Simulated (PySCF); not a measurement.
Isomers of C6H8FNO, one GFN2-xTB conformer each. Single-point energies are computed at CAM-B3LYP/def2-SVPD (PySCF, gas phase, no added dispersion term), electronic only.

Problem. Rank them by CAM-B3LYP/def2-SVPD energy, lowest first (kcal/mol).
A. `[CH3:1][N:2]1[CH2:3][CH2:4][C:5]([CH:6]=[O:7])=[C:8]1[F:9]` with C4–C5–C6–O7 -1°
B. `[CH2:1]=[CH:2][N:3]([CH3:4])[C:5](=[O:6])/[CH:7]=[CH:8]\[F:9]` with C1–C2–N3–C4 -9°, C2–N3–C5–O6 171°, N3–C5–C7–C8 -61°

Solution. A (0.0), B (9.9).

As drawn, the higher has a C(=O)–N unit, which the lower lacks. GFN2-xTB itself gives, in the same order: 0.0, 18.5. Both levels put the same isomer lowest.

Problem. Which frontier levels, dipoles and rotational constants go with these structures?

Solution. 
| SMILES | HOMO (eV, CAM-B3LYP/def2-SVPD) | LUMO (eV) | dipole (D) | A, B, C (MHz) |
| --- | --- | --- | --- | --- |
| CN1CCC(C=O)=C1F | -7.29 | 0.24 | 6.50 | 3096, 1210, 884.8 |
| C=CN(C)C(=O)/C=C\F | -8.03 | 0.13 | 2.61 | 2017, 1519, 1004 |
